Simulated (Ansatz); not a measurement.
Total energies of `C[N](C)[Mo]([OH])(=[S])=[S]`.

Z-matrix (Å, degrees):
```
C
Mo 1 2.950
N 1 1.452 2 33.1
H 1 1.097 2 123.5 3 -74.7
H 1 1.097 2 122.7 3 76.1
H 1 1.088 2 78.1 3 -179.1
O 2 1.880 1 104.4 3 -102.9
S 2 2.109 1 88.4 3 146.5
S 2 2.107 1 130.5 3 29.9
C 3 1.451 1 112.0 2 179.4
H 7 0.961 2 120.6 1 -82.4
H 10 1.087 3 110.9 1 179.0
H 10 1.097 3 110.1 1 -60.6
H 10 1.097 3 110.0 1 58.4
```

The species carries charge 0 and has multiplicity 1. Correlated methods include outer-core shells of Mo, which these sets cover unevenly. Mo: def2 effective core potential. Geometry: relaxed with PBE0-D4/def2-TZVP. It is one conformer, not always the lowest. Basis def2-TZVPP, Ansatz.

RPA on PBE orbitals: Hartree–Fock energy of these orbitals -1071.78442 Eh, correlation -2.66144 Eh (frozen core).

| functional | energy without D4 (Eh) | D4 term (kJ/mol) |
| --- | --- | --- |
| BHLYP | -1074.97976 | -64.1 |
| PBE-QIDH | -1074.47844 | – |

**Question.** Give the same for LDA (SPW92), PBE, revPBE, BLYP, r2SCAN, B97M-V, PBE0, B3LYP, r2SCANh, r2SCAN0, HSE06 (plane-wave form), CAM-B3LYP, LC-ωPBE, ωB97X-V, ωB97M-V, B2PLYP. (Estimate.)

**Answer.** Ansatz gave: 
| functional | energy without D4 (Eh) | D4 term (kJ/mol) |
| --- | --- | --- |
| LDA (SPW92) | -1070.71532 | – |
| PBE | -1074.72474 | -47.4 |
| revPBE | -1075.13200 | -124.7 |
| BLYP | -1075.19067 | -100.3 |
| r2SCAN | -1075.15325 | -12.1 |
| B97M-V | -1075.04746 | – |
| PBE0 | -1074.72889 | -41.0 |
| B3LYP | -1075.32561 | -76.5 |
| r2SCANh | -1075.10454 | -13.0 |
| r2SCAN0 | -1075.03382 | -14.5 |
| HSE06 (plane-wave form) | -1074.70371 | -38.7 |
| CAM-B3LYP | -1075.12356 | -42.5 |
| LC-ωPBE | -1074.87781 | – |
| ωB97X-V | -1075.01054 | – |
| ωB97M-V | -1075.02061 | – |
| B2PLYP | -1074.78015 | – |

B3LYP takes the VWN-RPA correlation (the form of Gaussian; ORCA's B3LYP/G). HSE06 is the plane-wave form, built on full-range PBE exchange. The double hybrids freeze the cores in their second-order part.

LC-ωPBE has ω = 0.4 bohr⁻¹.
